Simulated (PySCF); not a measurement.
**Electronic structure of Ne⁺ (neon, charge +1) at the UHF level**

Configuration: [He] 2s2 2p5, 2P determinant. Computed with PySCF 2.14 in aug-cc-pVDZ-DK (4s3p2d, 23 functions), with the spin-free X2C one-electron Hamiltonian (Gaussian nucleus).

```json
{
 "Total energy": "-127.904092 hartree",
 "One-electron energy": "-175.1395 hartree",
 "Hartree (Coulomb) energy": "58.8924 hartree",
 "Exchange energy": "-11.6570 hartree",
 "⟨S²⟩": "0.7523",
 "⟨L²⟩": "2.006",
 "Sum of ⟨r⟩": "6.453 bohr",
 "Sum of ⟨r²⟩": "6.888 bohr²",
 "Traceless quadrupole moment −½Σ⟨3z² − r²⟩ along its main axis": "0.438 e·bohr²",
 "Langevin diamagnetic susceptibility": "-5.46 ×10⁻⁶ cm³/mol",
 "Time after the integrals": "0.06 s of wall time on 1 thread of Neoverse-V1 (shared host)"
}
```

```json
{"shell": "1s α", "electrons": "1", "mean orbital energy (eV)": "-917.10", "spread (eV)": "0", "rms radius, mean of both spins (bohr)": "0.182"}
{"shell": "1s β", "electrons": "1", "mean orbital energy (eV)": "-915.39", "spread (eV)": "0", "rms radius, mean of both spins (bohr)": "0.182"}
{"shell": "2s α", "electrons": "1", "mean orbital energy (eV)": "-74.819", "spread (eV)": "0", "rms radius, mean of both spins (bohr)": "0.947"}
{"shell": "2s β", "electrons": "1", "mean orbital energy (eV)": "-68.690", "spread (eV)": "0", "rms radius, mean of both spins (bohr)": "0.947"}
{"shell": "2p α", "electrons": "3", "mean orbital energy (eV)": "-44.966", "spread (eV)": "3.614", "rms radius, mean of both spins (bohr)": "1.00"}
{"shell": "2p β", "electrons": "2", "mean orbital energy (eV)": "-42.103", "spread (eV)": "0", "rms radius, mean of both spins (bohr)": "1.00"}
```
